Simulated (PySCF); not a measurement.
Br$_{2}$In (SMILES [Br][In+][Br]), charge +1, singlet, geometry from GFN2-xTB (such geometries of metal compounds can be far from the true shape) (core potentials on In). Base run: PySCF with B3LYP/def2-SVP.

The PySCF input:
```python
from pyscf import gto, scf, dft

mol = gto.M(
    atom='''
In    0.00000000    0.00000000    0.00000000
Br   -0.00000000   -0.00000000   -2.51169977
Br    0.00000000    0.00000000    2.51169977
''',
    basis='def2-svp',
    ecp={'In': 'def2-svp'},
    charge=1,
    verbose=4,
)

mf = dft.RKS(mol)
mf.xc = 'b3lyp'
mf.kernel()
```

Variants of this job, named by their change:

```csv
change,basis functions,E (Eh),HOMO (eV),HOMO-LUMO gap (eV)
base,90,-5337.73285,-13.67,3.58
basis = Sapporo-DKH3-DZP-2012; relativity = spin-free X2C; nucleus = Gaussian (with nucmod='G'; without ecp={'In': 'def2-svp'}),138,-11092.93809,-13.68,3.54
basis = jorge-DZP-DKH; relativity = spin-free X2C (without ecp={'In': 'def2-svp'}),134,-11088.12591,-13.75,3.31
basis = ANO-RCC-VDZP; relativity = spin-free X2C (without ecp={'In': 'def2-svp'}),97,-11093.40759,-13.67,3.48
basis = ANO-RCC-VDZP; relativity = none (without ecp={'In': 'def2-svp'}),97,-10695.23755,-13.75,4.26
basis = Sapporo-DKH3-DZP-2012; relativity = spin-free X2C (without ecp={'In': 'def2-svp'}),138,-11093.10801,-13.68,3.54
basis = jorge-DZP-DKH; relativity = none (without ecp={'In': 'def2-svp'}),134,-10814.98058,-13.78,3.69
basis = ANO-RCC-VDZP; relativity = spin-free X2C; nucleus = Gaussian (with nucmod='G'; without ecp={'In': 'def2-svp'}),97,-11093.21856,-13.67,3.48
basis = jorge-DZP-DKH; relativity = spin-free X2C; nucleus = Gaussian (with nucmod='G'; without ecp={'In': 'def2-svp'}),134,-11087.96387,-13.75,3.31
basis = Sapporo-DKH3-DZP-2012; relativity = none (without ecp={'In': 'def2-svp'}),138,-10703.58642,-13.62,4.45
```

Absolute energies of different levels of theory aren't comparable as measures of quality.

Basis sets contracted for a relativistic Hamiltonian are a mismatch without it, so the rows without relativity aren't non-relativistic limits. No row has spin-orbit coupling; sets with core potentials leave out the core electrons.
